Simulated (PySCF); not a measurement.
## A thermochemical cycle for CaIn

PBE in PySCF with def2-SVPD on every atom (core potentials on In), for the lowest determinant that a PBE0 search found; no spin–orbit coupling. CaIn, a doublet (π ↑), has De = 0.75 eV to neutral atoms, and CaIn⁺, a singlet (closed shell), has De = 1.35 eV to Ca + In⁺.

At the same level the In atom ionises at 5.58 eV.

Problem. What is the adiabatic ionisation energy of the molecule, and does ionisation strengthen or weaken the bond?

Solution. IE = IE(In) + De(neutral) − De(ion) = 5.58 + 0.75 − 1.35 = 4.98 eV. De changes by +0.60 eV, so ionisation strengthens the bond.

Closed-shell solutions of metal pairs were not tested for spin polarisation, which can lower them a little. These are scalar-relativistic numbers at best; spin–orbit coupling would shift them, the dissociation energy most. For an ion De counts to the pair picked by the measured ionisation energies or electron affinities, which need not be the lowest pair at this level. States were picked by a PBE0 search and need not be the measured ground states.
